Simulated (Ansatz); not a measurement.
CH5NSn can be A, `[CH3][Sn][NH2]`, or B, `N=[CH][SnH3]`.

Isolated molecules relaxed with PBE0-D4/def2-TZVP in Ansatz; ΔE leaves out vibrations. CCSD(T)/CBS adds triple-zeta CCSD(T) − MP2 to the extrapolated MP2 energy (def2 sets, frozen cores). DFT in def2-TZVPP. def2 core potentials past Kr. For Sn outer-core shells are correlated without core-valence functions, which leaves a few kJ/mol of doubt a bond. One conformer a species, not always the lowest.

Problem. Which isomer does CCSD(T)/CBS put lower? Give the gap. (An estimate is asked.)

Solution. The calculation gave: A, by 50.5 kcal/mol.

Problem. Give E(B) − E(A) in kcal/mol with ωB97M-V, LDA (SPW92), CCSD(T)/def2-TZVPP, HF/def2-TZVPP, MP2/def2-TZVPP, r2SCAN-D4, PBE-D4. (An estimate is asked.)

Solution. Ansatz gave: ωB97M-V 48.6, LDA (SPW92) 50.7, CCSD(T)/def2-TZVPP 46.6, HF/def2-TZVPP 43.8, MP2/def2-TZVPP 52.5, r2SCAN-D4 50.4, PBE-D4 50.9. None reverses the order clearly.

Problem. Does the order hold for the free energy at 298.15 K (harmonic terms from PBE0-D4)? (Best estimate.)

Solution. Computed: Yes: G(B) − G(A) = +45.1 kcal/mol, for one conformer each. Modes under 60 cm⁻¹, often nearly free rotors, make the harmonic entropy too high.

Largest T1 diagnostic: 0.016.

Leaving LDA and LC-ωPBE aside and taking each functional with its dispersion term where it has one, the values, not all of them listed here, spread over 7.4 kcal/mol, from B97M-V to BLYP-D4. At CCSD(T), def2-SVP lies −9.2 kcal/mol from the extrapolated value and def2-TZVPP −3.9 kcal/mol.
